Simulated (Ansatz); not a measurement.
Mulliken charges of `[NH2][GeH]([Cl])[Cl]` from B3LYP/def2-TZVPP in Ansatz (PBE0-D4/def2-TZVP geometry).

```
atom   x (Å)   y (Å)   z (Å)  charge (e)
  N1  -0.723   0.919   0.109      -0.362
 Ge2   0.400  -0.488  -0.069       0.658
 Cl3   0.183  -1.646   1.716      -0.289
 Cl4  -0.294  -1.587  -1.766      -0.289
  H5  -0.593   1.477   0.941       0.137
  H6  -0.814   1.508  -0.706       0.137
  H7   1.902  -0.251  -0.271       0.008
```

By hand: the dipole of these point charges (1 e Å = 4.8032 D).

Σ q r = (0.379, 0.687, -0.040) e Å, of length 0.786 e Å = 3.78 D.

How does the dipole of the full density compare? (An estimate is asked.)

The calculation gave: (0.214, 0.591, -0.018) e Å, 3.02 D; the point charges give 1.25 times that, at 9° from its direction.

Point charges leave out the atoms' own dipoles, such as those of lone pairs, and Mulliken's split depends on the basis, so the two needn't agree.

B3LYP here is the variant with VWN-RPA as its local correlation; programs differ in this.
